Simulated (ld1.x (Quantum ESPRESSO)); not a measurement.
Varying the TM semilocal potential for holmium (Ho)

Base potential:

| Quantity | Value |
| --- | --- |
| Element | holmium |
| Generator | ld1.x (Quantum ESPRESSO) 7.5 |
| Type | norm-conserving Troullier–Martins (semilocal form) |
| Functional | PBE |
| Relativity | scalar-relativistic |
| Frozen core | [Kr] 4d10 |
| Valence charge | 21 |
| Reference configuration | 4f11 5s2 5p6 5d0 6s2 6p0 |
| Partial waves | 5s (bound): rc 1.80 bohr; 5p (bound): rc 1.65 bohr; 4f (bound): rc 1.20 bohr; 5d (bound, empty): rc 3.45 bohr |
| Local potential | the d channel |
| Core correction | a·sin(br)/r model core, default radius (core density twice the valence density) |

Occupied shells without a wave of their own: 6s. They enter only through the test configuration that unscreens the potential, and ld1.x also counts them in the model core charge.

All-electron outer shells of the reference configuration (PBE, scalar-relativistic, ld1.x):

| shell | level (eV) | outermost node (bohr) | outermost maximum (bohr) |
| --- | --- | --- | --- |
| 4p | -302.99 | 0.27 | 0.51 |
| 4d | -159.15 | 0.25 | 0.53 |
| 5s | -50.38 | 0.61 | 1.14 |
| 5p | -25.87 | 0.66 | 1.29 |
| 6s | -3.79 | 1.55 | 3.43 |
| 4f | -3.14 | – | 0.53 |
| 6p | -1.15 | 1.90 | 4.75 |
| 5d | -1.04 | 0.75 | 2.11 |

Cutoffs, loose and tight: the cutoffs (Ry, on a coarse ladder) from which the occupation-weighted sum of valence levels, in a spherical-Bessel basis at the reference potential, stays within 10 and 1 mRy of its value at 400 Ry. They do not see the model core or the augmentation charge, which bear on the density cutoff. Test errors are all-electron minus pseudo excitation energies from the reference, over the configurations 4f11 5s2 5p6 5d0 6s1 6p0; 4f11 5s2 5p6 5d0 6s0 6p0; 4f10 5s2 5p6 5d0 6s0 6p0; 4f12 5s2 5p6 5d0 6s0 6p0; 4f11 5s2 5p5 5d0 6s2 6p0; 4f11 5s2 5p6 5d0 6s0 6p2; 4f11 5s2 5p6 5d0 6s1.5 6p0. A dash means not determined; rows that change the core or the reference have their own tests. The largest error is taken over the tests solved by every variant that gives reliable tests at all: 4f10 5s2 5p6 5d0 6s0 6p0; 4f11 5s2 5p5 5d0 6s2 6p0; 4f11 5s2 5p6 5d0 6s0 6p0; 4f11 5s2 5p6 5d0 6s1 6p0; 4f11 5s2 5p6 5d0 6s1.5 6p0.

With those shells counted twice in exchange and correlation these files are broken, and their errors move erratically; no question is asked of them.

Cutoffs are not given where the Bessel-basis levels miss the radial ones by over 6 mRy, ghosts where they miss by over 20 mRy; a channel whose overlap is not positive is not tested.

In the semilocal form every listed channel keeps its own potential, so the choice of the local channel does not act on these tests. It acts once the file is put into the separable form.

A semilocal file is local in each channel, so a ghost entry of none says nothing of the separable form that plane-wave codes build from it.

The default core radius of the base comes out at 0.72 bohr.

A file whose overlap is not positive is unfit for use, and its test errors describe a broken file.

| change | outcome | cutoff, loose | cutoff, tight | bound ghosts | largest test error (meV) |
| --- | --- | --- | --- | --- | --- |
| base | generated, misses its reference levels by 0.39 eV | – | – | not determined | -3153 |
| wave 5d (bound): rc 3.45 bohr becomes 5d (bound): rc 5.02 bohr | generated, misses its reference levels by 0.39 eV | – | – | not determined | -3152 |
| non-relativistic | generated, misses its reference levels by 0.19 eV | 300 Ry | over 300 Ry | none | -2035 |
| wave 5p (bound): rc 1.65 bohr becomes 5p (bound): rc 1.94 bohr | generated, misses its reference levels by 0.39 eV | – | – | not determined | -3087 |
| wave 4f (bound): rc 1.20 bohr becomes 4f (bound): rc 1.00 bohr | generated, misses its reference levels by 0.39 eV | – | – | not determined | -3142 |
| core correction a·sin(br)/r model core inside 1.02 bohr | generated, misses its reference levels by 0.39 eV | – | – | not determined | -3144 |
| type ultrasoft, which also changes the form from semilocal to separable; waves now 5s (bound): rcut 1.65, rcutus 1.80 bohr; 6s (bound): rcut 1.65, rcutus 1.80 bohr; 5p (bound): rc 1.65 bohr; 6p (bound): rc 1.65 bohr; 5d (bound): rcut 3.00, rcutus 3.45 bohr; 5d channel at 4.4 Ry: rcut 3.00, rcutus 3.45 bohr; 4f (bound): rcut 1.05, rcutus 1.20 bohr; 4f channel at 2.45 Ry: rcut 1.05, rcutus 1.20 bohr; local potential all-electron potential smoothed inside 1.00 bohr (lloc = -1); augmentation built from norm-conserving waves at rcut, not smoothed further | generated, overlap not positive | – | – | not determined (overlap not positive) | +1415 |
| functional LDA (PZ) | generated, misses its reference levels by 0.42 eV | – | – | not determined | -3458 |
